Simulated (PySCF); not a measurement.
Molfile (atoms numbered from 1):
```
C5H4F4O2
     RDKit          3D

 15 15  0  0  0  0  0  0  0  0999 V2000
   -1.6507    1.4694   -2.1869 O   0  0  0  0  0  0  0  0  0  0  0  0
   -1.5369    0.7369   -1.2671 C   0  0  0  0  0  0  0  0  0  0  0  0
   -2.4263   -0.1979   -0.8072 O   0  0  0  0  0  0  0  0  0  0  0  0
   -1.5148   -0.6720    0.1751 C   0  0  1  0  0  0  0  0  0  0  0  0
   -1.0870   -1.9078   -0.1432 F   0  0  0  0  0  0  0  0  0  0  0  0
   -0.5150    0.4362   -0.1772 C   0  0  1  0  0  0  0  0  0  0  0  0
    0.8910    0.0639   -0.5847 C   0  0  0  0  0  0  0  0  0  0  0  0
    1.8026   -0.0842    0.6066 C   0  0  0  0  0  0  0  0  0  0  0  0
    1.3278   -0.9854    1.4745 F   0  0  0  0  0  0  0  0  0  0  0  0
    1.9281    1.0711    1.2708 F   0  0  0  0  0  0  0  0  0  0  0  0
    3.0199   -0.4741    0.2369 F   0  0  0  0  0  0  0  0  0  0  0  0
   -1.9660   -0.6962    1.1770 H   0  0  0  0  0  0  0  0  0  0  0  0
   -0.5113    1.2502    0.5651 H   0  0  0  0  0  0  0  0  0  0  0  0
    1.3112    0.8460   -1.2339 H   0  0  0  0  0  0  0  0  0  0  0  0
    0.9017   -0.8833   -1.1416 H   0  0  0  0  0  0  0  0  0  0  0  0
  1  2  2  0
  2  3  1  0
  3  4  1  0
  4  5  1  0
  4  6  1  0
  6  7  1  0
  7  8  1  0
  8  9  1  0
  8 10  1  0
  8 11  1  0
  6  2  1  0
  4 12  1  1
  6 13  1  1
  7 14  1  0
  7 15  1  0
M  END
```

Geometry: PBE0-D3(BJ)/def2-SVP; GIAO shifts from PySCF 2.14, gas phase, non-relativistic, averaged over equivalent atoms.

At PBE0/pcSseg-1 (207 basis functions, 42 s wall time on 1 thread of an Arm Neoverse V1, shared host):
```tsv
atoms	δ (ppm)
O1	441.2
O3	333.4
C2	169.4
C8	130.5
C4	103.7
C6	52.6
C7	29.4
F9/F10/F11	-82.1
F5	-157.9
H12	6.05
H13	3.58
H15	2.54
H14	2.20
```

Shifts are taken against calculated references (same method and geometry level): ¹⁷O (334.56 ppm) vs H2O; TMS for ¹³C (184.41 ppm) and ¹H (31.27 ppm); ¹⁹F (177.25 ppm) vs CFCl3.

Question: What do these become at wB97X-D/pcSseg-2?

Answer: 
```
     atoms  δ at wB97X-D/pcSseg-2  change
        O1                  430.1   -11.1
        O3                  321.7   -11.7
        C2                  175.0    +5.6
        C8                  135.5    +5.0
        C4                  107.4    +3.7
        C6                   54.6    +2.0
        C7                   30.7    +1.3
F9/F10/F11                  -73.2    +8.9
        F5                 -151.1    +6.8
       H12                   5.99   -0.06
       H13                   3.74   +0.16
       H15                   2.62   +0.08
       H14                   2.26   +0.06
```

Referencing at the same level of theory: ¹⁷O (σref 326.83) vs H2O; ¹³C (σref 184.42), ¹H (σref 31.36) against TMS; ¹⁹F (σref 186.42) vs CFCl3.

The largest change is at O3 (ester alkoxy oxygen). Cost: 452 basis functions, 2.9 min wall time on 1 thread of an Arm Neoverse V1, shared host. The order of the carbon signals is the same at both levels.

Unscaled 19F shifts against computed CFCl3 carry errors that often reach 10 to 50 ppm. Unscaled 17O shifts of doubly bonded oxygen tend to come out too high, by tens of ppm or more. Experimental scales use liquid or dissolved standards, which lie at an offset from isolated H2O (liquid H2O: subtract about 36 ppm).
